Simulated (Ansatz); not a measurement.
ZnN₃Cl₃H₉⁻ (relaxed from a model of mer-[ZnCl3(NH3)3]-, whose bonding it doesn't keep). Charge -1, multiplicity 1. Geometry PBE-D4/def2-SVPD.

Cartesian coordinates in Å:
```
Cl -2.5422 1.1596 0.4572
Cl 2.2375 -1.8892 -1.3964
Cl 2.6776 0.5445 1.5404
N -0.8063 -0.9090 -1.3171
N 0.5428 1.6225 -0.4856
N -0.1705 -0.7628 1.5977
Zn 1.0453 -0.4019 -0.1021
H -1.0270 -1.9067 -1.2575
H -0.6666 -0.7011 -2.3096
H -1.6034 -0.3489 -0.9485
H 0.6734 2.0124 -1.4230
H 1.1589 2.1196 0.1712
H -0.4553 1.7461 -0.2025
H -0.4426 -1.7201 1.8371
H -1.0324 -0.1834 1.4828
H 0.4110 -0.3818 2.3559
```

In the singlet geometry the species has come apart into loosely held pieces.

Estimate the orbital energies around the gap (eV) in Ansatz with PBE-D4/def2-TZVPD, r2SCAN-D4/def2-TZVPD, r2SCANh-D4/def2-TZVPD, PBE0-D4/def2-TZVPD.


| orbital | PBE-D4/def2-TZVPD | r2SCAN-D4/def2-TZVPD | r2SCANh-D4/def2-TZVPD | PBE0-D4/def2-TZVPD |
| --- | --- | --- | --- | --- |
| HOMO−5 | -2.54 | -2.81 | -3.29 | -3.83 |
| HOMO−4 | -2.53 | -2.80 | -3.29 | -3.82 |
| HOMO−3 | -2.43 | -2.69 | -3.17 | -3.71 |
| HOMO−2 | -2.34 | -2.62 | -3.10 | -3.63 |
| HOMO−1 | -2.30 | -2.58 | -3.07 | -3.61 |
| HOMO | -2.26 | -2.54 | -3.04 | -3.57 |
| LUMO | 1.93 | 2.52 | 2.69 | 2.56 |
| LUMO+1 | 2.24 | 2.78 | 2.88 | 2.68 |
| LUMO+2 | 2.53 | 3.06 | 3.18 | 3.03 |
| LUMO+3 | 2.86 | 3.37 | 3.45 | 3.27 |
| LUMO+4 | 3.48 | 4.11 | 4.21 | 3.96 |
| LUMO+5 | 3.60 | 4.22 | 4.33 | 4.09 |
